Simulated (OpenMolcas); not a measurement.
A calculation on Ne+.

```yaml
Program: OpenMolcas
Method: "XMS-RASPT2, IPEA 0.25 Eh, imaginary shift 0.1 Eh (closed shells correlated: 1s)"
Basis: ANO-RCC-VTZP [4s3p2d1f]
Scalar_Hamiltonian: DKH2, point nucleus
Active_space: 7 electrons in 9 orbitals (RAS2 2s 2p; RAS3 3d, at most 2 electrons)
State_averaging: 2S+1 = 2 odd, 3 roots; 2S+1 = 2 even, 1 root
Spin-orbit_coupling: state interaction with AMFI integrals over the reference wave functions, term energies averaged over their components
```

(1) Which level of the active space comes out lowest?

(2) How high does 2s² 2p⁵ ²P°_1/2 lie?

(3) How high does 2s 2p⁶ ²S_1/2 lie?

Measured values: NIST Handbook of Basic Atomic Spectroscopic Data.

Results:

(1) 2s² 2p⁵ ²P°_3/2, with 100 % of that term; it is also the measured ground level.

(2) 769 cm⁻¹ above the lowest level; measured 780 cm⁻¹ above the ground level, so the calculation is off by -1 %.

(3) 218970 cm⁻¹ above the lowest level; measured 217048 cm⁻¹ above the ground level, so the calculation is off by +1 %.

CASPT2 does not keep the components of a term degenerate, so their means are used; among the terms shown or strongly mixed into the levels shown the widest spread is 42 cm-1 (2s² 2p⁵ ²P°). Active for correlation alone: 3d; no level in the range computed is led by a configuration that fills it, so any true level of that kind is missing. Measured partners are found by configuration, term and J. A level has none where our copy of the source lacks it or the pairing is in doubt (some pairs that miss far off the trend of their configuration count as doubtful), and it then counts in no deviation. Only configurations of the active space appear.

° marks odd parity.
